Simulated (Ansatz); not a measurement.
One change: `C[SiH]1CCO1` becomes `Cl[SiH]1CCO1`.

Ansatz, PBE0-D4/def2-TZVP geometries, multiplicity 1. 

```json
{"property": "HOMO–LUMO gap (PBE/def2-TZVPP) / eV", "`C[SiH]1CCO1`": "5.76"}
{"property": "size of the dipole moment (B3LYP/def2-TZVPP) / D", "`C[SiH]1CCO1`": "1.76"}
{"property": "HOMO–LUMO gap (PBE0/def2-TZVPP) / eV", "`C[SiH]1CCO1`": "8.16"}
{"property": "HOMO–LUMO gap (B3LYP/def2-TZVPP) / eV", "`C[SiH]1CCO1`": "7.71"}
{"property": "HOMO–LUMO gap (ωB97M-V/def2-TZVPP) / eV", "`C[SiH]1CCO1`": "12.17"}
{"property": "HOMO energy (ωB97M-V/def2-TZVPP) / eV", "`C[SiH]1CCO1`": "-10.01"}
```

Problem. Give the same properties after the change, and the shifts. (Estimate.)

Solution. Computed: 
```
                                        property  `Cl[SiH]1CCO1`  shift
             HOMO–LUMO gap (PBE/def2-TZVPP) / eV            6.05   0.29
size of the dipole moment (B3LYP/def2-TZVPP) / D            2.35   0.59
            HOMO–LUMO gap (PBE0/def2-TZVPP) / eV            8.44   0.28
           HOMO–LUMO gap (B3LYP/def2-TZVPP) / eV            8.00   0.29
         HOMO–LUMO gap (ωB97M-V/def2-TZVPP) / eV           12.46   0.29
           HOMO energy (ωB97M-V/def2-TZVPP) / eV          -10.62  -0.61
```

With PBE0 the HOMO falls by 0.69 eV and the LUMO falls by 0.41 eV, so the gap widens by about 0.28 eV. PBE moves the HOMO by -0.69 eV and ωB97M-V by -0.61 eV. Dipoles are sizes alone; their direction can turn.

B3LYP here is the variant with VWN-RPA as its local correlation; programs differ in this.
